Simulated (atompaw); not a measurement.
**What one change does to a pseudopotential (Be (Z = 4), PAW (atompaw))**

atompaw 4.2.0.5 input, output lines left out:

```
Be 4
GGA-PBE scalarrelativistic loggrid 1500 logderivrange -10 5 376
2 2 0 0 0 0
2 1 0
0 0 0
v
v
v
2
3.00 2.60 2.65 1.60
n
y
3.1
n
y
0.35
y
2.15
n
custom rrkj gramschmidtortho besselshape
3 0 troulliermartins
0.40
3.00
3.00
3.00
3.00
3.00
```

Change: reference 1s2 2s1 2p0; removed wave 3d channel at 2.15 Ry: rc 3.00 bohr.

Cutoffs: the cutoffs (Ry, on a coarse ladder) from which the occupation-weighted sum of valence levels, in a spherical-Bessel basis at the reference potential, stays within 10 and 1 mRy of its value at 400 Ry; they do not see the model core or the augmentation charge, which bear on the density cutoff.

What does the change do?

The range in which the d phases agree narrows (upper end 4.0 → 2.8); neither file shows a bound ghost.

```tsv
quantity	base	changed
cutoff, loose	300 Ry	300 Ry
cutoff, tight	over 300 Ry	over 300 Ry
bound ghosts	none	none
s: phases at 3.01 bohr within 0.05 rad from the reference energy up to (Ry; the scan ends near 5)	1.3	0.7
p: phases at 3.01 bohr within 0.05 rad from the reference energy up to (Ry; the scan ends near 5)	1.4	0.9
d: phases at 3.01 bohr within 0.05 rad from the reference energy up to (Ry; the scan ends near 5)	4.0	2.8
lowest overlap eigenvalue by channel	s 0.57, p 0.79, d 0.95	s 0.55, p 0.77, d 0.83
```

 The cutoffs see the waves, projectors and local potential, not the compensation charge or the core.
